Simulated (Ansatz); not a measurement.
Relaxation of Ge2H6 (8 atoms, charge 0, multiplicity 1), to a largest force component of 0.02 eV/Å in at most 40 steps.

Level of theory: RKS PBE0-D4/def2-mTZVP (Ansatz).

```xyz
8
Properties=species:S:1:pos:R:3:forces:R:3
Ge 0.000 0.000 0.000 0.15 0.23 0.11
H 0.000 0.000 1.550 0.05 0.07 -0.20
H 1.462 0.000 -0.516 -0.18 0.08 0.10
H -0.730 1.265 -0.516 0.14 -0.10 0.11
Ge -1.130 -1.958 -0.799 -0.14 -0.25 -0.10
H -1.828 -2.673 0.386 0.06 0.03 -0.21
H -2.192 -1.550 -1.852 0.12 -0.14 0.12
H -0.103 -2.920 -1.449 -0.20 0.06 0.07
```

Problem. Where does it end, and by what steps?

Solution. The forces met the threshold. After 3 steps the energy has fallen by 0.022 eV; H2 moved furthest, 0.09 Å.

```
step  energy less start (eV)  largest force component (eV/Å)  accepted
   0                  0.0000                           0.248       yes
   1                 -0.0125                           0.069       yes
   2                 -0.0192                           0.040       yes
   3                 -0.0221                           0.007       yes
```

```xyz
8
Properties=species:S:1:pos:R:3
Ge 0.006 0.010 0.005
H 0.090 -0.003 1.541
H 1.437 0.076 -0.558
H -0.744 1.282 -0.429
Ge -1.137 -1.970 -0.804
H -1.904 -2.655 0.340
H -2.142 -1.600 -1.908
H -0.128 -2.977 -1.383
```

Whether the end is a true minimum wasn't checked by a vibrational analysis.

The run took 20 s on 1 thread of Arm Neoverse V1, with other jobs on the host, peak memory 0.2 GiB.
